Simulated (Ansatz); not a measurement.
Abridged output of a molecular run in Ansatz:

```
Functional definition: HF
1432 factors; integrals over basis functions are off by at most 1.2e-3 eV
mean field evaluation 1: about -30497.7993 eV, gradient 5.4e1 eV
mean field evaluation 2: about -30497.9397 eV, gradient 5.4e1 eV
mean field evaluation 4: about -30503.5522 eV, gradient 3.2e0 eV
mean field evaluation 8: about -30503.6113 eV, gradient 3.4e-1 eV
mean field evaluation 16: about -30503.6117 eV, gradient 1.4e-6 eV
mean field -30503.61171649 eV, -1120.9870544902 hartree, gradient 1.4e-6 eV, S^2 0.000000; 0 other end points of the search recorded, 0 dependent functions left out
12 core orbitals not correlated: weight in the atoms' cores, before any rotation towards them, 1.000 or more for the frozen orbitals, at most 0.000 for the correlated occupied ones
reference -30503.61171649 eV, -1120.9870544902 hartree; 20, 20 occupied and 198, 198 virtual orbitals, 1432 factors
second order -32.36258725 eV of doubles, -0.00000000 eV of singles
cycle   1  -32.20350355 eV  change    1.6e-1 eV  update   1.6e-1
cycle   2  -32.91897241 eV  change   -7.2e-1 eV  update   6.6e-2
cycle   3  -33.15053291 eV  change   -2.3e-1 eV  update   2.9e-2
cycle   4  -33.13834327 eV  change    1.2e-2 eV  update   9.0e-3
cycle   5  -33.12563381 eV  change    1.3e-2 eV  update   3.7e-3
cycle   6  -33.12647060 eV  change   -8.4e-4 eV  update   1.5e-3
cycle   7  -33.12702574 eV  change   -5.6e-4 eV  update   5.1e-4
cycle   8  -33.12680402 eV  change    2.2e-4 eV  update   2.3e-4
cycle   9  -33.12691938 eV  change   -1.2e-4 eV  update   7.2e-5
cycle  10  -33.12697559 eV  change   -5.6e-5 eV  update   2.9e-5
cycle  11  -33.12693008 eV  change    4.6e-5 eV  update   1.0e-5
perturbative correction -1.42387077 eV, -0.0523262856 hartree
Total energy: -30538.16251733 eV, -1122.2567730020 hartree
```

Its atoms:

Z-matrix (Å, degrees):
```
Zr
F 1 1.889
Cl 1 2.350 2 112.3
N 1 1.998 2 106.2 3 -118.6
Cl 1 2.350 2 112.3 3 122.9
H 4 1.012 1 125.7 2 180.0
H 4 1.012 1 125.1 2 -0.0
```

**Question.** Which basis set was used?
A. def2-TZVPPD
B. def2-SVP
C. def2-TZVPP
D. cc-pV(Q+d)Z

**Answer.** C. It gives 230 functions.

**Question.** Write the keys of the input that set method, charge and spin (a neutral closed shell needs none for the last two).

**Answer.** 
```yaml
correlation: {method: ccsd_t}
```
